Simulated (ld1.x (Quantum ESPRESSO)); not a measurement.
# u(r) = r·R(r): atom against pseudo-atom (zirconium (Zr))

Columns: radius, all-electron u(r) and pseudo u(r) of the 4d shell (level -3.61 eV) of zirconium in the configuration [Kr] 4d2 5s2 5p0; PBEsol, scalar-relativistic, TM scheme, ld1.x (Quantum ESPRESSO) 7.5.

| r (bohr) | all-electron | pseudo |
| --- | --- | --- |
| 0.180 | 0.2305 | -0.0062 |
| 0.360 | 0.2724 | -0.0457 |
| 0.540 | 0.0590 | -0.1362 |
| 0.720 | -0.1943 | -0.2702 |
| 0.900 | -0.4017 | -0.4197 |
| 1.080 | -0.5455 | -0.5511 |
| 1.260 | -0.6314 | -0.6412 |
| 1.440 | -0.6726 | -0.6852 |
| 1.620 | -0.6823 | -0.6922 |
| 1.800 | -0.6712 | -0.6762 |
| 1.980 | -0.6471 | -0.6486 |
| 2.160 | -0.6157 | -0.6158 |
| 2.340 | -0.5806 | -0.5806 |
| 2.520 | -0.5443 | -0.5443 |
| 2.700 | -0.5081 | -0.5081 |
| 2.880 | -0.4728 | -0.4728 |
| 3.060 | -0.4389 | -0.4389 |
| 3.240 | -0.4065 | -0.4065 |
| 3.420 | -0.3758 | -0.3758 |
| 3.600 | -0.3468 | -0.3468 |
| 3.780 | -0.3195 | -0.3195 |
| 3.960 | -0.2939 | -0.2939 |
| 4.140 | -0.2700 | -0.2700 |
| 4.320 | -0.2478 | -0.2478 |
| 4.500 | -0.2270 | -0.2270 |
| 4.680 | -0.2078 | -0.2078 |

How many radial nodes do the two functions have?

The all-electron 4d function has n − l − 1 = 1; the pseudo-wave has 0, since the states of the same l below it are removed with the core.

At about which radius was the pseudo-wave matched?

2.40 bohr. The columns agree to 0.0005 from 2.16 bohr on; several derivatives are matched, so the curves merge somewhat inside the radius.

Where does each function peak?

Outermost all-electron maximum near 1.62 bohr, pseudo maximum near 1.62 bohr (to the table’s step).

Is the pseudo-wave norm-conserving?

Yes: the TM scheme keeps the norm inside the radius equal to the all-electron one, which fixes the energy derivative of the logarithmic derivative at the level.
